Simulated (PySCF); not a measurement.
## How methods differ on the excitation energy of Hg

Hg [Xe] 4f14 5d10 6s2 (1S) → Hg [Xe] 4f14 5d10 6s1 6p1 (3P), as a difference of total energies. Computed with PySCF 2.14 in x2c-TZVPPall (11s7p7d3f1g, 97 functions), with scalar relativity by spin-free X2C-1e. Correlated levels: valence and next inner shell: [Kr] 4d10 4f14 frozen. The calculations carry no spin-orbit coupling.

```csv
method,excitation energy (eV)
UHF,3.685
MP2 (valence and next inner shell),5.377
SCS-MP2 (valence and next inner shell),5.367
CCSD (valence and next inner shell),5.033
CCSD(T) (valence and next inner shell),5.147
```

**Question.** How much does correlation contribute at CCSD(T) (valence and next inner shell)?

**Answer.** 5.147 − (3.685) = 1.462 eV, measured against UHF.

A first-order spin-orbit estimate (lowest level to lowest level, LS coupling) adds -0.471 eV.

The basis was made for the ground configuration and has no added diffuse functions, so the excitation energy can come out too high.
